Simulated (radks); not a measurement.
Mg I, configuration [Ne] 3s1.5 3p0.5 (fractional occupations, a model configuration).

All-electron calculation, scalar-relativistic Kohn-Sham, LDA (Slater exchange, Perdew-Wang correlation), spin-unpolarised, spherical densities, point nucleus. Program: a radial shooting solver on a logarithmic mesh with Libxc functionals.

Energy parts (hartree):
total: -199.39264
kinetic: 199.38401
electron-nucleus: -478.69762
Hartree: 95.37096
exchange-correlation: -15.44998

Orbitals (lengths in bohr, moments of r in powers of bohr; <r^-3> diverges for s and p1/2):
orbital  occ.  eigenvalue (hartree)     <r>  <r^-3>   <1/r>
1s          2             -46.10242  0.1311       -   11.58
2s          2              -2.95340  0.7006       -   2.093
2p          6              -1.75615  0.6902   25.62   1.956
3s        1.5              -0.19499   3.080       -  0.4351
3p        0.5              -0.06559   4.410  0.6964  0.3009

The highest occupied level is 3p at -1.785 eV. The density falls to 0.001 e/bohr^3 at r = 4.60 bohr.
